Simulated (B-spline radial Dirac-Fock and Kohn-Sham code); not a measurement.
ΔSCF core binding energies without Breit or QED terms, calculated with a radial finite-basis atomic code.

A sound run for the free scandium atom in the configuration [Ar] 3d1 4s2: The ground state converged in 11 iterations, with total energy -763.37874 Ha, virial ratio 1.99044 and highest orbital energy -5.75 eV. ΔSCF binding energies: K (1s) 4505.6 eV, L3 (2p3/2) 410.7 eV. Holes are computed only in closed shells, and unreliable hole states are left out.

A second run, with one unsound setting: The ground state converged in 13 iterations, with total energy -836.76040 Ha, virial ratio 1.16093 and highest orbital energy -3.04 eV. ΔSCF binding energies: K (1s) 1596.3 eV, L3 (2p3/2) 694.6 eV. Holes are computed only in closed shells, and unreliable hole states are left out.

```
iter   energy (Ha)        error
   1     -748.83521833  5.40e+00
   2     -734.86783331  5.20e+00
   3     -835.06381689  3.51e-01
   4     -836.59556093  1.68e-01
   5     -836.75002581  4.11e-02
   6     -836.75860786  1.24e-02
   7     -836.75977202  6.94e-03
   8     -836.76032017  8.99e-04
   9     -836.76038578  3.16e-04
  13     -836.76039503  1.70e-07
```

Q: Which fault fits the second run best?
A. mesh too coarse
B. functional not served
C. speed of light below Z
D. too few iterations

A: C. The input had c_factor = 0.0536: c_factor makes c so small that Zα exceeds 1, so any numbers that come out have no meaning.
